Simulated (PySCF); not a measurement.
**Polarisability and C₆ of Kr(3+) (krypton, charge +3)**

[Ar] 3d10 4s2 4p3, high-spin 4S determinant. Computed with PySCF 2.14 in aug-cc-pwCVDZ-PP with ECP10MDF, with scalar relativity through the core potential. Coupled (time-dependent) response in atomic units; α is the mean over directions. A double-zeta set is small for polarisabilities.

```json
{"method": "UHF", "mean α (bohr³)": "5.559", "C₆ (like pair)": "21.71", "S(−4)": "7.577"}
{"method": "PBE", "mean α (bohr³)": "5.462", "C₆ (like pair)": "21.32", "S(−4)": "6.764"}
{"method": "PBE0", "mean α (bohr³)": "5.461", "C₆ (like pair)": "21.30", "S(−4)": "6.839"}
{"method": "M06-2X", "mean α (bohr³)": "5.408", "C₆ (like pair)": "20.66", "S(−4)": "6.975"}
{"method": "M06", "mean α (bohr³)": "5.173", "C₆ (like pair)": "19.68", "S(−4)": "5.984"}
```

S(−4) is the Cauchy moment in α(ω) = α(0) + S(−4) ω² + …

α(iu) at M06:

```csv
u (hartree),α(iu) (bohr³)
0,5.173
0.0500,5.158
0.100,5.114
0.200,4.945
0.300,4.688
0.500,4.029
0.750,3.180
1.00,2.475
1.50,1.553
2.00,1.053
3.00,0.5905
5.00,0.2919
```

For an ion, C₆ is the dispersion term alone; charge-induced terms of lower order in 1/R come first.

Energies and moments cover only the electrons outside the core potential.
